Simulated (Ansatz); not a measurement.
A short molecular-dynamics run on CoMe2 (C2H6Co).

```yaml
crystal:
  periodic: [false, false, false]
  atoms:
    - {symbol: Co, position_ang: [0.498819, -0.315704, -0.003920]}
    - {symbol: C, position_ang: [0.035075, 0.008982, 1.894651]}
    - {symbol: H, position_ang: [-0.000850, 1.081300, 2.115163]}
    - {symbol: H, position_ang: [0.772404, -0.441310, 2.570915]}
    - {symbol: H, position_ang: [-0.942103, -0.420089, 2.141314]}
    - {symbol: C, position_ang: [-0.014209, -0.021119, -1.894361]}
    - {symbol: H, position_ang: [-1.004426, -0.440469, -2.103653]}
    - {symbol: H, position_ang: [0.695780, -0.497980, -2.581956]}
    - {symbol: H, position_ang: [-0.040490, 1.046390, -2.138153]}
basis:
  gaussian: {orbitals: def2-SVP}
magnetization: {spin_polarized: false, initial_magnetization: 3}
hamiltonian: {xc: {name: r2SCAN}, dispersion: d3bjatm}
md: {timestep: 0.5 fs, n_steps: 15, ensemble: nvt_langevin, temperature: 1000, initial_velocities: maxwell_boltzmann, friction: 0.01, seed: 130}
scf: {omitted_lower_state_checks: [starts]}
```

```sh
$ ansatz run in.yaml --threads 4 --pin off --events-out ev --progress --plain --max-ram 3916MiB
```

```json
{"step": "0", "time (fs)": "0.0", "potential energy (eV)": "-39789.3216", "kinetic (eV)": "1.0341", "T (K)": "889"}
{"step": "1", "time (fs)": "0.5", "potential energy (eV)": "-39789.2833", "kinetic (eV)": "1.0474", "T (K)": "900"}
{"step": "2", "time (fs)": "1.0", "potential energy (eV)": "-39789.2026", "kinetic (eV)": "0.9224", "T (K)": "793"}
{"step": "3", "time (fs)": "1.5", "potential energy (eV)": "-39789.1067", "kinetic (eV)": "0.8573", "T (K)": "737"}
{"step": "4", "time (fs)": "2.0", "potential energy (eV)": "-39789.0282", "kinetic (eV)": "0.7358", "T (K)": "633"}
{"step": "5", "time (fs)": "2.5", "potential energy (eV)": "-39788.9879", "kinetic (eV)": "0.7071", "T (K)": "608"}
{"step": "6", "time (fs)": "3.0", "potential energy (eV)": "-39788.9829", "kinetic (eV)": "0.6791", "T (K)": "584"}
{"step": "7", "time (fs)": "3.5", "potential energy (eV)": "-39788.9980", "kinetic (eV)": "0.6868", "T (K)": "590"}
{"step": "8", "time (fs)": "4.0", "potential energy (eV)": "-39789.0142", "kinetic (eV)": "0.7392", "T (K)": "635"}
{"step": "9", "time (fs)": "4.5", "potential energy (eV)": "-39789.0132", "kinetic (eV)": "0.7558", "T (K)": "650"}
{"step": "10", "time (fs)": "5.0", "potential energy (eV)": "-39788.9854", "kinetic (eV)": "0.7788", "T (K)": "669"}
{"step": "11", "time (fs)": "5.5", "potential energy (eV)": "-39788.9311", "kinetic (eV)": "0.6381", "T (K)": "548"}
{"step": "12", "time (fs)": "6.0", "potential energy (eV)": "-39788.8640", "kinetic (eV)": "0.6356", "T (K)": "546"}
{"step": "13", "time (fs)": "6.5", "potential energy (eV)": "-39788.7987", "kinetic (eV)": "0.5642", "T (K)": "485"}
{"step": "14", "time (fs)": "7.0", "potential energy (eV)": "-39788.7606", "kinetic (eV)": "0.5217", "T (K)": "448"}
{"step": "15", "time (fs)": "7.5", "potential energy (eV)": "-39788.7525", "kinetic (eV)": "0.5157", "T (K)": "443"}
```

Velocities are drawn at the set temperature; a run this short doesn't reach equilibrium. Under Langevin dynamics the printed temperature counts 3N degrees of freedom, so it starts below the set value.

With spin_polarized false and unpaired electrons the run is restricted open-shell.

Frames (Å, forces in eV/Å):

```xyz
9
time=0.0 fs
Co    0.499   -0.316   -0.004    0.097   -0.059    0.002
C     0.035    0.009    1.895    0.025   -0.025   -0.570
H    -0.001    1.081    2.115   -0.024    0.312    0.097
H     0.772   -0.441    2.571    0.239   -0.147    0.167
H    -0.942   -0.420    2.141   -0.290   -0.111    0.106
C    -0.014   -0.021   -1.894    0.038   -0.024    0.557
H    -1.004   -0.440   -2.104   -0.291   -0.106   -0.093
H     0.696   -0.498   -2.582    0.229   -0.151   -0.165
H    -0.040    1.046   -2.138   -0.022    0.311   -0.101
9
time=0.5 fs
Co    0.500   -0.316   -0.004    0.092   -0.106    0.017
C     0.035    0.013    1.896   -0.644   -0.658   -0.694
H     0.018    1.077    2.094   -0.110    0.738    0.214
H     0.744   -0.440    2.587    0.456   -0.256    0.308
H    -0.964   -0.421    2.139    0.243    0.231   -0.051
C    -0.015   -0.021   -1.896   -0.682   -0.420    0.999
H    -1.019   -0.445   -2.103    0.093    0.168    0.006
H     0.673   -0.505   -2.570    0.704   -0.522   -0.580
H    -0.006    1.030   -2.143   -0.151    0.826   -0.220
9
time=1.0 fs
Co    0.501   -0.316   -0.004    0.081   -0.150    0.037
C     0.034    0.016    1.897   -1.215   -1.182   -0.831
H     0.037    1.075    2.072   -0.180    1.085    0.307
H     0.717   -0.440    2.601    0.651   -0.351    0.450
H    -0.984   -0.422    2.137    0.686    0.527   -0.179
C    -0.015   -0.022   -1.897   -1.401   -0.681    1.420
H    -1.034   -0.451   -2.103    0.479    0.447    0.097
H     0.652   -0.514   -2.559    1.152   -0.900   -0.982
H     0.029    1.017   -2.149   -0.254    1.205   -0.319
9
time=1.5 fs
Co    0.501   -0.317   -0.003    0.070   -0.188    0.055
C     0.032    0.019    1.899   -1.605   -1.579   -0.936
H     0.055    1.075    2.052   -0.243    1.317    0.373
H     0.693   -0.441    2.616    0.785   -0.408    0.544
H    -1.001   -0.424    2.134    1.005    0.774   -0.270
C    -0.016   -0.022   -1.899   -1.968   -0.771    1.764
H    -1.048   -0.456   -2.103    0.785    0.693    0.159
H     0.633   -0.525   -2.550    1.512   -1.234   -1.308
H     0.064    1.008   -2.155   -0.341    1.396   -0.380
9
time=2.0 fs
Co    0.502   -0.318   -0.003    0.065   -0.224    0.072
C     0.031    0.022    1.900   -1.787   -1.856   -0.953
H     0.073    1.078    2.032   -0.300    1.413    0.414
H     0.671   -0.442    2.632    0.822   -0.398    0.541
H    -1.014   -0.426    2.128    1.203    0.968   -0.324
C    -0.017   -0.023   -1.900   -2.292   -0.684    1.936
H    -1.060   -0.459   -2.102    0.997    0.894    0.193
H     0.617   -0.539   -2.543    1.716   -1.455   -1.490
H     0.098    1.005   -2.161   -0.425    1.342   -0.390
9
time=2.5 fs
Co    0.502   -0.318   -0.003    0.063   -0.257    0.091
C     0.028    0.023    1.901   -1.795   -2.015   -0.883
H     0.090    1.082    2.012   -0.349    1.384    0.436
H     0.651   -0.445    2.650    0.779   -0.326    0.446
H    -1.024   -0.426    2.121    1.298    1.106   -0.350
C    -0.020   -0.023   -1.901   -2.308   -0.493    1.873
H    -1.070   -0.460   -2.099    1.128    1.041    0.202
H     0.606   -0.558   -2.538    1.703   -1.490   -1.463
H     0.129    1.007   -2.166   -0.519    1.051   -0.353
9
time=3.0 fs
Co    0.502   -0.319   -0.003    0.060   -0.282    0.107
C     0.026    0.025    1.901   -1.657   -2.022   -0.750
H     0.109    1.088    1.995   -0.399    1.208    0.438
H     0.633   -0.449    2.667    0.679   -0.215    0.282
H    -1.031   -0.422    2.112    1.304    1.193   -0.349
C    -0.023   -0.024   -1.902   -2.025   -0.296    1.623
H    -1.077   -0.458   -2.096    1.166    1.130    0.188
H     0.600   -0.579   -2.535    1.503   -1.346   -1.251
H     0.159    1.013   -2.171   -0.631    0.630   -0.288
9
time=3.5 fs
Co    0.503   -0.320   -0.004    0.056   -0.300    0.129
C     0.022    0.026    1.902   -1.362   -1.900   -0.550
H     0.128    1.097    1.979   -0.454    0.896    0.428
H     0.620   -0.455    2.684    0.516   -0.052    0.036
H    -1.035   -0.416    2.103    1.223    1.229   -0.324
C    -0.027   -0.024   -1.903   -1.494   -0.115    1.235
H    -1.081   -0.455   -2.093    1.110    1.178    0.158
H     0.598   -0.603   -2.535    1.179   -1.059   -0.910
H     0.188    1.021   -2.176   -0.773    0.124   -0.201
9
time=4.0 fs
Co    0.503   -0.321   -0.004    0.053   -0.308    0.162
C     0.018    0.025    1.902   -0.947   -1.635   -0.336
H     0.144    1.108    1.964   -0.516    0.456    0.414
H     0.609   -0.463    2.701    0.336    0.137   -0.243
H    -1.036   -0.408    2.094    1.045    1.214   -0.282
C    -0.032   -0.025   -1.903   -0.779    0.036    0.782
H    -1.082   -0.450   -2.090    0.946    1.175    0.114
H     0.597   -0.630   -2.536    0.787   -0.669   -0.502
H     0.213    1.030   -2.180   -0.925   -0.406   -0.110
9
time=4.5 fs
Co    0.502   -0.322   -0.004    0.053   -0.300    0.197
C     0.013    0.025    1.902   -0.449   -1.192   -0.165
H     0.162    1.123    1.952   -0.593   -0.101    0.392
H     0.596   -0.473    2.716    0.187    0.306   -0.490
H    -1.034   -0.395    2.083    0.768    1.149   -0.221
C    -0.038   -0.026   -1.903    0.008    0.135    0.374
H    -1.080   -0.443   -2.087    0.689    1.122    0.057
H     0.597   -0.658   -2.536    0.401   -0.252   -0.106
H     0.235    1.040   -2.183   -1.064   -0.866   -0.037
9
time=5.0 fs
Co    0.502   -0.323   -0.004    0.051   -0.277    0.227
C     0.008    0.024    1.902    0.136   -0.676   -0.022
H     0.179    1.140    1.944   -0.679   -0.679    0.366
H     0.584   -0.483    2.730    0.057    0.457   -0.717
H    -1.031   -0.378    2.072    0.395    1.039   -0.148
C    -0.045   -0.027   -1.903    0.827    0.180    0.030
H    -1.077   -0.433   -2.085    0.364    1.025   -0.015
H     0.600   -0.687   -2.536    0.027    0.167    0.259
H     0.253    1.047   -2.186   -1.178   -1.236    0.021
9
time=5.5 fs
Co    0.502   -0.325   -0.004    0.048   -0.246    0.249
C     0.004    0.024    1.902    0.754   -0.211    0.083
H     0.192    1.155    1.938   -0.750   -1.146    0.342
H     0.573   -0.491    2.742   -0.052    0.584   -0.911
H    -1.027   -0.360    2.062   -0.044    0.893   -0.071
C    -0.051   -0.028   -1.903    1.611    0.183   -0.250
H    -1.075   -0.420   -2.083    0.026    0.902   -0.095
H     0.604   -0.716   -2.536   -0.327    0.564    0.580
H     0.269    1.052   -2.189   -1.265   -1.522    0.072
9
time=6.0 fs
Co    0.501   -0.326   -0.004    0.045   -0.209    0.265
C    -0.002    0.023    1.902    1.402    0.196    0.127
H     0.203    1.167    1.933   -0.801   -1.481    0.319
H     0.563   -0.498    2.750   -0.126    0.667   -1.046
H    -1.023   -0.339    2.053   -0.568    0.714    0.013
C    -0.057   -0.029   -1.903    2.273    0.163   -0.447
H    -1.076   -0.406   -2.079   -0.276    0.777   -0.173
H     0.607   -0.743   -2.535   -0.624    0.890    0.826
H     0.281    1.054   -2.194   -1.324   -1.717    0.115
9
time=6.5 fs
Co    0.500   -0.327   -0.004    0.047   -0.161    0.281
C    -0.007    0.023    1.902    2.069    0.571    0.093
H     0.213    1.176    1.930   -0.836   -1.720    0.296
H     0.552   -0.502    2.755   -0.162    0.702   -1.109
H    -1.018   -0.316    2.044   -1.165    0.516    0.102
C    -0.063   -0.030   -1.903    2.799    0.120   -0.571
H    -1.078   -0.390   -2.075   -0.551    0.649   -0.241
H     0.609   -0.767   -2.534   -0.857    1.144    1.000
H     0.289    1.053   -2.198   -1.343   -1.820    0.149
9
time=7.0 fs
Co    0.499   -0.329   -0.003    0.259   -0.004    0.066
C    -0.012    0.024    1.903    2.535    1.008    0.246
H     0.221    1.181    1.925   -0.866   -1.935    0.284
H     0.542   -0.506    2.757   -0.156    0.649   -1.164
H    -1.016   -0.291    2.036   -1.711    0.340    0.125
C    -0.068   -0.031   -1.903    2.969   -0.150   -0.738
H    -1.082   -0.372   -2.072   -0.749    0.577   -0.294
H     0.608   -0.788   -2.530   -1.032    1.311    1.168
H     0.293    1.048   -2.202   -1.249   -1.797    0.306
9
time=7.5 fs
Co    0.498   -0.331   -0.003    0.223    0.013    0.068
C    -0.016    0.025    1.903    2.900    1.197    0.088
H     0.227    1.181    1.920   -0.847   -1.957    0.288
H     0.531   -0.507    2.754   -0.131    0.605   -1.079
H    -1.019   -0.264    2.029   -2.103    0.209    0.181
C    -0.072   -0.031   -1.902    3.187   -0.260   -0.709
H    -1.087   -0.354   -2.070   -0.891    0.481   -0.329
H     0.606   -0.807   -2.523   -1.145    1.450    1.207
H     0.294    1.041   -2.203   -1.193   -1.738    0.285
```

Hardware: 4 threads of Arm Neoverse V2 on a shared host. Wall time 4.6 min.
